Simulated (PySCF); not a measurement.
CH6BFGe.
Bonds: C1–B2, B2–F3, B2–Ge4. Hydrogens: H5, H6, H7 on C1; H8, H9, H10 on Ge4.

The calculation used PySCF 2.14.0, PBE0-D3(BJ)/def2-SVP geometry optimisation, gas phase.

Give the optimised bond lengths and angles.

```json
{"bond": "C1–B2", "length (pm)": "155.9", "order": "single"}
{"bond": "B2–F3", "length (pm)": "132.9", "order": "single"}
{"bond": "B2–Ge4", "length (pm)": "208.7", "order": "single"}
{"bond": "C1–H5, C1–H6, C1–H7", "length (pm)": "110.3", "order": "single"}
{"bond": "Ge4–H8, Ge4–H9, Ge4–H10", "length (pm)": "154.3", "order": "single"}
```

Bonds in one row agree within 1 pm and their mean is given. Orders are formal, as drawn. A selection of angles:
```json
{"angle": "B2–C1–H5", "degrees": "112.8"}
{"angle": "B2–C1–H7", "degrees": "106.7"}
{"angle": "H5–C1–H6", "degrees": "110.2"}
{"angle": "H5–C1–H7", "degrees": "107.4"}
{"angle": "H6–C1–H7", "degrees": "106.0"}
{"angle": "C1–B2–F3", "degrees": "118.5"}
{"angle": "C1–B2–Ge4", "degrees": "125.3"}
{"angle": "F3–B2–Ge4", "degrees": "116.2"}
{"angle": "B2–Ge4–H8", "degrees": "109.7"}
{"angle": "B2–Ge4–H9", "degrees": "112.6"}
{"angle": "B2–Ge4–H10", "degrees": "112.2"}
{"angle": "H8–Ge4–H9", "degrees": "107.0"}
```

B2 (three-coordinate boron) is planar (angles 125.3°, 118.5° and 116.2°, sum 360.0°, 0.01 Å off the plane of its three neighbours). The 4 heavy atoms lie in one plane (0.003 Å rms). Ge4 (germanium bonded to B and 3 H) is tetrahedral (angles from 107.0° to 112.6°).

No PBE0-D3(BJ)/def2-SVP frequencies stand behind this structure, so it isn't proved a minimum.
